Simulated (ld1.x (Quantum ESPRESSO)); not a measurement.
**How hard is this Al PAW potential?**

```
Element                 : Al
Generator               : ld1.x (Quantum ESPRESSO) 7.5
Type                    : PAW
Functional              : PBE
Relativity              : non-relativistic
Frozen core             : [Ne]
Valence charge          : 3
Reference configuration : 3s2 3p0 (charge +1)
Partial waves           : 3s (bound): rcut 2.10, rcutus 2.35 bohr; 3s channel at 2.1 Ry: rcut 2.10, rcutus 2.35 bohr; 3p (bound, empty): rcut 2.25, rcutus 2.95 bohr; 3p channel at 0.6 Ry: rcut 2.25, rcutus 2.95 bohr
Local potential         : all-electron potential smoothed inside 2.00 bohr (lloc = -1)
Core correction         : a·sin(br)/r model core inside 1.75 bohr
Augmentation charge     : PSQ, radius 1.85 bohr
```

The pseudo-atom Hamiltonian at the reference potential is diagonalised in spherical Bessel functions j_l(qr) that vanish at 20 bohr, with q² up to the cutoff. All-electron valence levels (Ry): 3s -1.0866, 3p -0.6663.

**Question.** How do the lowest levels (Ry) of each channel move with the cutoff, and are there ghosts?

**Answer.**

```json
{"cutoff (Ry)": "8", "s #1": "-1.0865", "p #1": "-0.6661", "p #2": "-0.1815", "d #1": "-0.2184", "d #2": "-0.0726", "f #1": "-0.0518", "Σ f·Δε (mRy)": "0.3"}
{"cutoff (Ry)": "10", "s #1": "-1.0866", "p #1": "-0.6662", "p #2": "-0.1816", "d #1": "-0.2187", "d #2": "-0.0727", "f #1": "-0.0518", "Σ f·Δε (mRy)": "0.2"}
{"cutoff (Ry)": "400", "s #1": "-1.0867", "p #1": "-0.6663", "p #2": "-0.1816", "d #1": "-0.2188", "d #2": "-0.0728", "f #1": "-0.0518", "Σ f·Δε (mRy)": "0.0"}
```

Result: no extra level below or beside the all-electron valence levels (s, p, d, f tested); 10 mRy is reached at 6 Ry and 1 mRy at 6 Ry.

Test run stopped at test 2 of 7 (negative rho).
